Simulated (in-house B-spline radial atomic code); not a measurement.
## Excitations of the ruthenium ion Ru¹⁴⁺ by several methods

Full response, energies in eV; labels give the largest channel, * marks a mixed state, a dash one above the method's threshold, and an imaginary frequency an unstable closed-shell reference. Computed with a B-spline radial code for spherical atoms: linear response of the closed shell [Ar] 3d10 4s2 with each method's own kernel (bare exchange for TDHF, static screening on G0W0 levels for BSE, the adiabatic kernel for functionals); non-relativistic, point nucleus, no spin-orbit coupling, no double excitations, S, P, D and F terms only; shells from n = 2 respond. Only terms of natural parity with L up to 3 were computed.

Without relativity these are model numbers for so heavy an element.

```json
{"method": "TDHF", "4s → 4p 3P": "24.486", "4s → 4p 1P": "35.92", "4s → 4d 3D": "81.14", "α (bohr³)": "0.7491"}
{"method": "PBE", "4s → 4p 3P": "27.541", "4s → 4p 1P": "37.40", "4s → 4d 3D": "80.11", "α (bohr³)": "0.6814"}
{"method": "RPBE", "4s → 4p 3P": "26.951", "4s → 4p 1P": "36.97", "4s → 4d 3D": "79.50", "α (bohr³)": "0.6966"}
{"method": "BHandHLYP", "4s → 4p 3P": "?", "4s → 4p 1P": "?", "4s → 4d 3D": "?", "α (bohr³)": "?"}
{"method": "CAM-B3LYP", "4s → 4p 3P": "26.763", "4s → 4p 1P": "37.30", "4s → 4d 3D": "80.16", "α (bohr³)": "0.6867"}
{"method": "PBE0", "4s → 4p 3P": "?", "4s → 4p 1P": "?", "4s → 4d 3D": "?", "α (bohr³)": "?"}
```

Q: What does BHandHLYP give?

A: 4s → 4p 3P: 25.876; 4s → 4p 1P: 36.83; 4s → 4d 3D: 80.33; α: 0.7077 (eV, bohr³).

Q: What does PBE0 give?

A: 4s → 4p 3P: 26.880; 4s → 4p 1P: 36.94; 4s → 4d 3D: 80.45; α: 0.7006 (eV, bohr³).
